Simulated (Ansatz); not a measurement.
CH8O2Si2 can be A, `OC([SiH3])O[SiH3]`, or B, `OC(O)[SiH2][SiH3]`.

Isolated molecules relaxed with PBE0-D4/def2-TZVP in Ansatz; ΔE leaves out vibrations. CBS: MP2 limit from def2 TZ/QZ plus the TZ coupled-cluster correction, frozen cores. DFT in def2-TZVPP. B3LYP here is the variant with VWN-RPA as its local correlation; programs differ in this. Each species was taken in one conformer, which may not be the lowest.

A:

```xyz
13

O    -0.225   -1.560    0.246
C     0.222   -0.252    0.499
Si    2.115   -0.077    0.310
O    -0.377    0.682   -0.369
Si   -2.024    0.776   -0.544
H     0.112   -1.842   -0.611
H    -0.096   -0.054    1.531
H     2.535    1.339    0.446
H     2.459   -0.589   -1.045
H     2.793   -0.910    1.337
H    -2.283    2.104   -1.148
H    -2.679    0.666    0.788
H    -2.554   -0.282   -1.440
```

B:

```xyz
13

O    -1.803   -0.598   -0.366
C    -0.651   -1.103    0.271
O    -0.449   -2.462   -0.004
Si    0.929   -0.158   -0.260
Si    0.667    2.112    0.244
H    -1.675   -0.672   -1.318
H    -0.847   -0.943    1.339
H    -1.206   -2.954    0.333
H     1.067   -0.340   -1.734
H     2.130   -0.718    0.417
H     1.927    2.852   -0.038
H     0.335    2.280    1.685
H    -0.426    2.705   -0.570
```

Q: Which isomer does CCSD(T)/CBS put lower? Give the gap. (Estimate.)

A: Ansatz gave: A, by 81.6 kJ/mol.

Q: Give E(B) − E(A) in kJ/mol with ωB97M-V, PBE-D4, B2PLYP, r2SCAN-D4, B3LYP, CCSD/def2-TZVPP, PBE0-D4. (An estimate is asked.)

A: Computed: ωB97M-V 84.5, PBE-D4 58.1, B2PLYP 86.7, r2SCAN-D4 75.3, B3LYP 81.9, CCSD/def2-TZVPP 84.6, PBE0-D4 64.0. None reverses the order clearly.

Largest T1 diagnostic: 0.013.

In def2-TZVPP, CCSD(T) changes the Hartree–Fock value by −20.9 kJ/mol (the triples alone add −2.4 kJ/mol) and MP2 by −13.1 kJ/mol. From PBE to PBE0 (25 % exact exchange), in def2-TZVPP and without D4, E(B) − E(A) moves by +6.1 kJ/mol.
